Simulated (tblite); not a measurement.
Species: C4H3N2Si (doublet state).
Atom-mapped SMILES: `[N:1]#[C:2][C:3]1=[CH:4][C:5]=[N:6][SiH2:7]1` (hydrogens: H8 on C4; H9, H10 on Si7)

Structure optimised with GFN2-xTB, isolated species. This method treats the open shell by occupation alone, without spin polarisation.

Problem. Give the optimised bond lengths and angles.

Solution. 
```json
{"bond": "N1≡C2", "length (bohr)": "2.174", "order": "triple"}
{"bond": "C2–C3", "length (bohr)": "2.630", "order": "single"}
{"bond": "C3–C4", "length (bohr)": "2.558", "order": "aromatic"}
{"bond": "C4–C5", "length (bohr)": "2.734", "order": "aromatic"}
{"bond": "C5–N6", "length (bohr)": "2.346", "order": "aromatic"}
{"bond": "N6–Si7", "length (bohr)": "3.346", "order": "aromatic"}
{"bond": "C3–Si7", "length (bohr)": "3.644", "order": "aromatic"}
{"bond": "C4–H8", "length (bohr)": "2.037", "order": "single"}
{"bond": "Si7–H9, Si7–H10", "length (bohr)": "2.742", "order": "single"}
```

Bonds in one row agree within 0.02 bohr and their mean is given. Orders are formal, as drawn. A selection of angles:
```json
{"angle": "N1–C2–C3", "degrees": "177.5"}
{"angle": "C2–C3–C4", "degrees": "124.5"}
{"angle": "C2–C3–Si7", "degrees": "128.0"}
{"angle": "C4–C3–Si7", "degrees": "107.5"}
{"angle": "C3–C4–C5", "degrees": "110.9"}
{"angle": "C3–C4–H8", "degrees": "126.1"}
{"angle": "C5–C4–H8", "degrees": "123.0"}
{"angle": "C4–C5–N6", "degrees": "121.9"}
{"angle": "C5–N6–Si7", "degrees": "110.8"}
{"angle": "N6–Si7–H9", "degrees": "110.2"}
{"angle": "C3–Si7–N6", "degrees": "88.9"}
{"angle": "C3–Si7–H9", "degrees": "111.8"}
{"angle": "H9–Si7–H10", "degrees": "120.3"}
```

The C–C distances run from 1.354 Å (C3–C4, aromatic) to 1.447 Å (C4–C5, aromatic), a spread of 0.093 Å. Si7 (silicon bonded to C, N and 2 H) has angles from 88.9° to 120.3°. C3 (carbon bonded to 2 C and Si) is planar (angles 128.0°, 124.5° and 107.5°, sum 360.0°, 0.00 Å off the plane of its three neighbours). The 7 heavy atoms lie in one plane (0.002 Å rms). The C–N distances run from 1.150 Å (N1≡C2, drawn triple) to 1.242 Å (C5–N6, aromatic), a spread of 0.092 Å. The 5-membered ring C3–C4–C5–N6–Si7 has internal angles of 88.9° to 121.9° (sum 540°, against 540° for a flat polygon); it is planar, 0.00 Å rms from its mean plane, widest ring torsion 1°. C4 (carbon bonded to 2 C and H) is planar (angles 126.1°, 123.0° and 110.9°, sum 360.0°, 0.00 Å off the plane of its three neighbours).

Point group: Cs (every atom within 0.08 Å of its image). GFN2-xTB frequencies show an imaginary mode (84i cm⁻¹), so the point is no minimum at that level.

All values are computed, not measured.
